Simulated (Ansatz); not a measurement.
Several settings on one geometry of Nb3⁻ (that of the charge -1 singlet, PBE0-D4/def2-TZVPD). Ansatz on 4 threads of Arm Neoverse V1 on a shared host; times are rough.

Cartesian coordinates in Å:
```
Nb -0.359 0.077 0.484
Nb -2.281 1.024 1.255
Nb -0.968 -0.193 2.661
```

Totals from different functionals, basis sets or treatments of relativity can't be compared as stabilities.

In the def2 sets Nb takes a core potential; there is no spin–orbit coupling. Correlated methods freeze no core orbitals; core or outer-core shells of Nb are correlated, in sets that lack core-valence functions.

At PBE0-D4/def2-TZVPD a triplet lies 0.48 eV below the restricted singlet of charge -1, at its own geometry.

The spins typed aren't always the lowest for that charge.

Give the basis size and estimate the energy, ⟨S²⟩ and time of these runs.

```
run                       method  charge    state                                               further keys
  1  RKS r2SCAN-D3(BJ)/def2-TZVP      -1  singlet  scf: {omitted_lower_state_checks: [starts]}; forces asked
  2         ROHF, mp2/def2-TZVPD      -1  triplet                               electrons: all; forces asked
  3        RKS B3LYP5/def2-TZVPD      -1  singlet                scf: {omitted_lower_state_checks: [starts]}
```


| run | functions | energy (Eh) | ⟨S²⟩ | wall time |
| --- | --- | --- | --- | --- |
| 1 | 120 | -170.8560 | – | 4.3 s |
| 2 | 120 | -170.1812 | – | 79 s |
| 3 | 120 | -170.6716 | – | 2.3 s |

The highest occupied level of an anion often lies above zero with these methods, and sets without diffuse functions describe the outer electron poorly. The restricted singlet is unstable towards broken spin symmetry at other levels; at RKS r2SCAN-D3(BJ)/def2-TZVP, RKS B3LYP5/def2-TZVPD this wasn't settled.
